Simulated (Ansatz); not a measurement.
## C5H6OSSe: where a starting geometry ends

The starting geometry of this gas-phase singlet was optimised with GFN2-xTB; its bonds are those of `CC(=O)C[Se]C=C=S`.

```
atom    x (Å)    y (Å)    z (Å)
   C  -0.9487  -0.3535  -2.4711
   C  -0.0304  -0.4350  -1.2833
   C   1.4191  -0.6401  -1.6171
   C   1.0822  -3.2088  -0.1409
   C  -0.1753  -3.5057  -0.0207
   O  -0.4094  -0.3893  -0.1396
   S  -1.6920  -3.8350  -0.0064
  Se   1.6700  -2.6061  -1.8705
   H  -0.8077   0.6075  -2.9636
   H  -0.7080  -1.1403  -3.1838
   H  -1.9839  -0.4415  -2.1529
   H   2.0721  -0.3290  -0.8016
   H   1.7150  -0.1890  -2.5628
   H   1.8261  -3.2778   0.6333
```

Problem. Where would you expect an optimisation with PBE-D3(BJ)/def2-SVP to take it?

Solution. It keeps its bonds, and is `CC(=O)C[Se]C=C=S`.

The energy falls by 0.14 eV over 15 steps:

```
step  E − E(last) (eV)
   1             0.136
   3             0.009
   4             0.006
   6             0.002
   7             0.002
   9             0.001
  10             0.001
  12             0.000
  13             0.000
  15             0.000
```

Final geometry (Å):

```xyz
14

C    -0.9869   -0.4085   -2.3878
C     0.0315   -0.3344   -1.2665
C     1.4794   -0.6284   -1.6262
C     1.0609   -3.1935   -0.1512
C    -0.2134   -3.5610   -0.1955
O    -0.2720   -0.0842   -0.1108
S    -1.7198   -3.9916   -0.2908
Se    1.7485   -2.5970   -1.8357
H    -0.8500    0.4544   -3.0739
H    -0.8463   -1.3305   -2.9871
H    -2.0066   -0.3786   -1.9644
H     2.1507   -0.2567   -0.8308
H     1.7707   -0.2239   -2.6174
H     1.6826   -3.2098    0.7573
```

No frequencies were run, so the end isn't proven a minimum. Run with Ansatz 0.2.0, 65 s on 2 threads of Intel(R) Xeon(R) Processor @ 2.70GHz, on a shared host.
